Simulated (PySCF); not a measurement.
C4H9O, SMILES C[CH]OCC, multiplicity 2.

The structure is a stationary point at B3LYP-D3(BJ)/def2-SVP. The isomer is the one that the SMILES or the coordinates give; other isomers of the formula were not compared. The values are those of a single conformer.

Calculation: TDA-ωB97X/def2-SVPD (PySCF 2.14.0).

Vertical excitations. Gas-phase values at a fixed geometry.

```json
[
 {"state": "root 1", "energy (eV)": "5.04", "λ (nm)": "246", "f": "0.013", "main pairs": "α HOMO→LUMO 50 %, α HOMO→LUMO+1 32 %"},
 {"state": "root 2", "energy (eV)": "5.92", "λ (nm)": "209", "f": "0.008", "main pairs": "α HOMO→LUMO+2 68 %, α HOMO→LUMO+1 13 %"},
 {"state": "root 3", "energy (eV)": "6.10", "λ (nm)": "203", "f": "0.005", "main pairs": "α HOMO→LUMO+1 34 %, α HOMO→LUMO 25 %, α HOMO→LUMO+5 21 %, α HOMO→LUMO+4 6 %"},
 {"state": "root 4", "energy (eV)": "6.29", "λ (nm)": "197", "f": "0.032", "main pairs": "α HOMO→LUMO+3 12 %, β HOMO→LUMO 60 %, β HOMO−1→LUMO 16 %"},
 {"state": "root 5", "energy (eV)": "6.57", "λ (nm)": "189", "f": "0.030", "main pairs": "α HOMO→LUMO+3 48 %, β HOMO−1→LUMO 29 %"},
 {"state": "root 6", "energy (eV)": "6.74", "λ (nm)": "184", "f": "0.000", "main pairs": "α HOMO→LUMO+7 48 %, α HOMO→LUMO+5 14 %, α HOMO→LUMO 13 %"},
 {"state": "root 7", "energy (eV)": "6.85", "λ (nm)": "181", "f": "0.087", "main pairs": "α HOMO→LUMO+3 17 %, β HOMO−1→LUMO 36 %, β HOMO→LUMO 30 %"},
 {"state": "root 8", "energy (eV)": "7.33", "λ (nm)": "169", "f": "0.002", "main pairs": "α HOMO→LUMO+4 35 %, α HOMO→LUMO+6 23 %, α HOMO→LUMO+2 9 %, α HOMO→LUMO+1 8 %"},
 {"state": "root 9", "energy (eV)": "7.47", "λ (nm)": "166", "f": "0.004", "main pairs": "α HOMO→LUMO+9 33 %, α HOMO→LUMO+5 24 %, α HOMO→LUMO+4 11 %, α HOMO→LUMO+7 10 %"},
 {"state": "root 10", "energy (eV)": "7.67", "λ (nm)": "162", "f": "0.009", "main pairs": "α HOMO→LUMO+6 51 %, α HOMO→LUMO+4 16 %, α HOMO→LUMO+5 12 %"}
]
```
Unrestricted roots are not spin-pure.
